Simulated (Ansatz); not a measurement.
Reaction (SMILES): O([SiH3])[B]O → OB(O)[SiH2]

Wanted: isomerisation energy (electronic), in kcal/mol. Set-up: frozen cores in correlated levels; spin-orbit terms left out; UHF or UKS for open shells; no dispersion term unless named; non-relativistic; six Cartesian d functions in 6-31G* and its kin unless marked 5d. CBS marks a two-point X^-3 extrapolation of the correlation energy; Hartree-Fock from the larger set. Ab initio and DFT rows: single points at B3LYP-D3(BJ) geometries (Ansatz, a quantum-chemistry and plane-wave program).

```csv
species,coefficient,"E at B3LYP/6-31G* (Ansatz), Eh","E at B3LYP/def2-TZVPD (Ansatz), Eh"
O[B]O[SiH3],-1,-467.24789,-467.37610
OB(O)[SiH2],+1,-467.23839,-467.36202
```

Coupled cluster (Ansatz) is a level with limits of its own, used here on species with T1 under 0.025 (0.045 for open shells) and stable references: CCSD(T)/CBS(cc-pV(T+d)Z,cc-pV(Q+d)Z). Value to compare with, CCSD(T)/CBS(cc-pV(T+d)Z,cc-pV(Q+d)Z) (Ansatz): 8.3 kcal/mol. 1 Eh = 627.5095 kcal/mol.

Q: Compute it at each level from the table, and compare with CCSD(T)/CBS(cc-pV(T+d)Z,cc-pV(Q+d)Z) (Ansatz).

A: 
- B3LYP/6-31G*: the sum of coefficient times E is 0.00950 Eh, or 5.96 kcal/mol. Result: 6.0 kcal/mol. Its difference against CCSD(T)/CBS(cc-pV(T+d)Z,cc-pV(Q+d)Z) (Ansatz) is -2.3 kcal/mol.
- B3LYP/def2-TZVPD: the sum of coefficient times E is 0.01408 Eh, or 8.84 kcal/mol. Result: 8.8 kcal/mol. Its difference against CCSD(T)/CBS(cc-pV(T+d)Z,cc-pV(Q+d)Z) (Ansatz) is 0.5 kcal/mol.
